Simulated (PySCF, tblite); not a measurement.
Parent: `[F:1][c:2]1[cH:3][cH:4][cH:5][cH:6][p:7]1`, C5H4FP.

Computed geometry: GFN2-xTB, gas phase. One conformer each, not checked by frequencies here.

```tsv
coordinate of the parent	value
F1–C2	1.356 Å
C2–C3	1.377 Å
C3–C4	1.385 Å
C4–C5	1.386 Å
C5–C6	1.379 Å
C6–P7	1.734 Å
C2–P7	1.741 Å
F1–C2–C3	116.9°
F1–C2–P7	115.5°
C3–C2–P7	127.6°
C2–C3–C4	122.1°
C3–C4–C5	122.4°
C4–C5–C6	123.5°
C5–C6–P7	126.5°
C2–P7–C6	97.9°
```

Q: How does the shared frame change in `[CH3:1][O:2][C:3](=[O:4])[c:5]1[cH:6][cH:7][cH:8][c:9]([F:10])[p:11]1` with C1–O2–C3–O4 0°, O2–C3–C5–C6 180°, C7H6FO2P? Atoms pair as F1 = F10, C2 = C9, C3 = C8, C4 = C7, C5 = C6, C6 = C5, P7 = P11 (parent first).

A: 
```tsv
parent	relative	value in the relative	change
F1–C2	F10–C9	1.355 Å	-0.001
C2–C3	C9–C8	1.377 Å	0.000
C3–C4	C8–C7	1.388 Å	+0.003
C4–C5	C7–C6	1.382 Å	-0.004
C5–C6	C6–C5	1.387 Å	+0.008
C6–P7	C5–P11	1.745 Å	+0.011
C2–P7	C9–P11	1.747 Å	+0.006
F1–C2–C3	F10–C9–C8	116.7°	-0.2
F1–C2–P7	F10–C9–P11	114.9°	-0.6
C3–C2–P7	C8–C9–P11	128.4°	+0.8
C2–C3–C4	C9–C8–C7	122.2°	+0.1
C3–C4–C5	C8–C7–C6	122.1°	-0.3
C4–C5–C6	C7–C6–C5	123.4°	-0.1
C5–C6–P7	C6–C5–P11	127.0°	+0.5
C2–P7–C6	C9–P11–C5	96.8°	-1.1
```

Of the parent's bonds, C6–P7 changes most (+0.011 Å). Bonds of the relative outside the shared frame: C1–O2 1.417, O2–C3 1.344, C3=O4 1.204, C3–C5 1.475 Å. Point group Cs → Cs.

Q: How does the shared frame change in `[F:1][c:2]1[cH:3][cH:4][cH:5][c:6]([CH:7]2[CH2:8][CH2:9]2)[p:10]1` with C5–C6–C7–C8 -145°, C8H8FP? Atoms pair as F1 = F1, C2 = C2, C3 = C3, C4 = C4, C5 = C5, C6 = C6, P7 = P10 (parent first).

A: 
```
  parent   relative  value in the relative  change
   F1–C2      F1–C2                1.358 Å  +0.002
   C2–C3      C2–C3                1.377 Å   0.000
   C3–C4      C3–C4                1.384 Å  -0.001
   C4–C5      C4–C5                1.385 Å  -0.001
   C5–C6      C5–C6                1.386 Å  +0.007
   C6–P7     C6–P10                1.753 Å  +0.019
   C2–P7     C2–P10                1.737 Å  -0.004
F1–C2–C3   F1–C2–C3                 117.1°    +0.2
F1–C2–P7  F1–C2–P10                 114.7°    -0.8
C3–C2–P7  C3–C2–P10                 128.2°    +0.6
C2–C3–C4   C2–C3–C4                 121.4°    -0.7
C3–C4–C5   C3–C4–C5                 122.7°    +0.3
C4–C5–C6   C4–C5–C6                 124.9°    +1.4
C5–C6–P7  C5–C6–P10                 124.1°    -2.4
C2–P7–C6  C2–P10–C6                  98.7°    +0.8
```

Of the parent's bonds, C6–P7 changes most (+0.019 Å). Bonds of the relative outside the shared frame: C6–C7 1.477, C7–C8 1.507, C8–C9 1.488, C7–C9 1.507 Å. Point group Cs → Cs.

Q: How does the shared frame change in `[cH:1]1[cH:2][cH:3][p:4][cH:5][cH:6]1`, C5H5P? Atoms pair as C2 = C3, C3 = C2, C4 = C1, C5 = C6, C6 = C5, P7 = P4 (parent first).

A: 
```csv
parent,relative,value in the relative,change
C2–C3,C3–C2,1.379 Å,+0.002
C3–C4,C2–C1,1.386 Å,+0.001
C4–C5,C1–C6,1.386 Å,0.000
C5–C6,C6–C5,1.379 Å,0.000
C6–P7,C5–P4,1.734 Å,0.000
C2–P7,C3–P4,1.734 Å,-0.007
C3–C2–P7,C2–C3–P4,125.4°,-2.2
C2–C3–C4,C3–C2–C1,123.4°,+1.3
C3–C4–C5,C2–C1–C6,122.5°,+0.1
C4–C5–C6,C1–C6–C5,123.4°,-0.1
C5–C6–P7,C6–C5–P4,125.4°,-1.1
C2–P7–C6,C3–P4–C5,99.9°,+2.0
```

Of the parent's bonds, C2–P7 changes most (-0.007 Å). Point group Cs → C2v.

Q: How does the shared frame change in `[CH3:1][O:2][c:3]1[cH:4][cH:5][cH:6][c:7]([F:8])[p:9]1` with C1–O2–C3–C4 180°, C6H6FOP? Atoms pair as F1 = F8, C2 = C7, C3 = C6, C4 = C5, C5 = C4, C6 = C3, P7 = P9 (parent first).

A: 
```tsv
parent	relative	value in the relative	change
F1–C2	F8–C7	1.355 Å	-0.001
C2–C3	C7–C6	1.374 Å	-0.003
C3–C4	C6–C5	1.388 Å	+0.003
C4–C5	C5–C4	1.378 Å	-0.008
C5–C6	C4–C3	1.393 Å	+0.014
C6–P7	C3–P9	1.756 Å	+0.022
C2–P7	C7–P9	1.741 Å	0.000
F1–C2–C3	F8–C7–C6	117.3°	+0.4
F1–C2–P7	F8–C7–P9	114.0°	-1.5
C3–C2–P7	C6–C7–P9	128.6°	+1.0
C2–C3–C4	C7–C6–C5	121.4°	-0.7
C3–C4–C5	C6–C5–C4	122.8°	+0.4
C4–C5–C6	C5–C4–C3	124.3°	+0.8
C5–C6–P7	C4–C3–P9	124.9°	-1.6
C2–P7–C6	C7–P9–C3	97.9°	0.0
```

Of the parent's bonds, C6–P7 changes most (+0.022 Å). Bonds of the relative outside the shared frame: C1–O2 1.404, O2–C3 1.355 Å. Point group Cs → Cs.

Q: How does the shared frame change in `[N:1]#[C:2][c:3]1[cH:4][cH:5][cH:6][c:7]([F:8])[p:9]1`, C6H3FNP? Atoms pair as F1 = F8, C2 = C7, C3 = C6, C4 = C5, C5 = C4, C6 = C3, P7 = P9 (parent first).

A: 
```tsv
parent	relative	value in the relative	change
F1–C2	F8–C7	1.353 Å	-0.003
C2–C3	C7–C6	1.377 Å	0.000
C3–C4	C6–C5	1.387 Å	+0.002
C4–C5	C5–C4	1.381 Å	-0.005
C5–C6	C4–C3	1.392 Å	+0.013
C6–P7	C3–P9	1.752 Å	+0.018
C2–P7	C7–P9	1.743 Å	+0.002
F1–C2–C3	F8–C7–C6	116.9°	0.0
F1–C2–P7	F8–C7–P9	114.8°	-0.7
C3–C2–P7	C6–C7–P9	128.3°	+0.7
C2–C3–C4	C7–C6–C5	122.2°	+0.1
C3–C4–C5	C6–C5–C4	122.4°	0.0
C4–C5–C6	C5–C4–C3	123.4°	-0.1
C5–C6–P7	C4–C3–P9	126.4°	-0.1
C2–P7–C6	C7–P9–C3	97.2°	-0.7
```

Of the parent's bonds, C6–P7 changes most (+0.018 Å). Bonds of the relative outside the shared frame: N1≡C2 1.147, C2–C3 1.412 Å. Point group Cs → Cs.
